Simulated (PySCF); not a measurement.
SMILES C[C](C)(C)[Ga]([C](C)(C)C)[C](C)(C)C (C12H27Ga) at its GFN2-xTB optimised geometry (Å):

```
40

Ga    -0.4059     0.0212     0.0000
C      1.7505     0.0212     0.0000
C      2.2450     0.4190    -1.3929
C      2.2458     1.0405     1.0277
C      2.3180    -1.3515     0.3573
H      3.3367     0.4651    -1.4181
H      1.8569     1.3973    -1.6785
H      1.9182    -0.3103    -2.1371
H      1.8600     2.0363     0.8089
H      1.9232     0.7596     2.0323
H      3.3374     1.0951     1.0228
H      1.9757    -1.6664     1.3443
H      2.0128    -2.1004    -0.3727
H      3.4106    -1.3213     0.3723
C     -1.3981     1.9355     0.0000
C     -1.4387     2.4502     1.4418
C     -0.6384     2.9350    -0.8732
C     -2.8279     1.8183    -0.5274
H     -1.9254     3.4275     1.4926
H     -0.4299     2.5512     1.8450
H     -1.9940     1.7595     2.0795
H      0.3853     3.0641    -0.5220
H     -0.6087     2.5938    -1.9097
H     -1.1247     3.9137    -0.8512
H     -2.8291     1.4740    -1.5629
H     -3.4106     1.1202     0.0742
H     -3.3307     2.7884    -0.4929
C     -1.6132    -1.7625     0.0961
C     -2.4724    -1.6845     1.3602
C     -2.5203    -1.8426    -1.1337
C     -0.7508    -3.0219     0.1546
H     -3.1416    -2.5457     1.4292
H     -3.0839    -0.7810     1.3602
H     -1.8412    -1.6700     2.2511
H     -3.1649    -0.9672    -1.2019
H     -1.9236    -1.9034    -2.0460
H     -3.1575    -2.7293    -1.0846
H     -0.1340    -3.1084    -0.7409
H     -0.0987    -3.0071     1.0279
H     -1.3799    -3.9137     0.2170
```

Level of theory: B3LYP/def2-SVP run with PySCF. Cells within 0.4 Å of a nucleus heavier than hydrogen are left out (blank, or x).

Map of the electron localisation function on the plane z = 0.0 Å:

```
|000000000000000000000000000|
|000000000000000000000000000|
|000000000011000000000000000|
|000000000046100000000000000|
|000001000057202300000000000|
|000168600035259910000000000|
|000399950013489900000000000|
|000289971357479501300000000|
|0000268675x7412007600000000|
|0000267484x4500026400000000|
|000399986679720002211100000|
|000699981485223335410000000|
|000289930232632853610000000|
|000000000225x719xx420000000|
|000000000341633866832210000|
|000000002686223358769993000|
|000000015248520036x69997000|
|000000026xx7300079968996000|
|000000014589520089952551000|
|00000000037x162029930000000|
|00000000047xx73002410000000|
|000000002999542000000000000|
|000000007999410000000000000|
|000000007999200000000000000|
|000000002885000000000000000|
|000000000010000000000000000|
|000000000000000000000000000|
```
Scale: ten equal steps from 0.000 (start of '0') to 0.998 (end of '9'), in the order '0123456789'; x runs from -6.00 to 6.00, y from -6.00 (bottom) to 6.00 (top).
